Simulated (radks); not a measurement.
Results of a calculation; reference values are marked as such.
Question: These are the eigenvalues of the occupied orbitals of an atom or ion with whole-number occupations (eV). Code: a radial shooting solver on a logarithmic mesh with Libxc functionals. Model: Dirac Kohn-Sham, PBE, spin-unpolarised, spherical densities, point nucleus.

orbital  eigenvalue
1s1/2     -27766.79
2s1/2     -4181.459
2p1/2     -3901.343
2p3/2     -3690.455
3s1/2     -817.5387
3p1/2     -704.5163
3p3/2     -666.4240
3d3/2     -466.5824
3d5/2     -458.7789
4s1/2     -149.2019
4p1/2     -112.2957
4p3/2     -105.6430
4d3/2      -48.4088
4d5/2      -47.5215

Which element is it, and in what charge state? The configuration may be excited. Open shells, if any, fill j = l - 1/2 first.

Answer: Z = 49, indium, charge +3: In3+ in [Kr] 4d10. The list shows which subshells hold electrons but not how many an open one holds; the 1s level, -1020.4 hartree, gives Z - s = 45.2 by -(Z - s)^2/2, which with screening and relativity narrows Z to a few neighbours, and the depths of the outer levels then fix element, charge and occupations together.
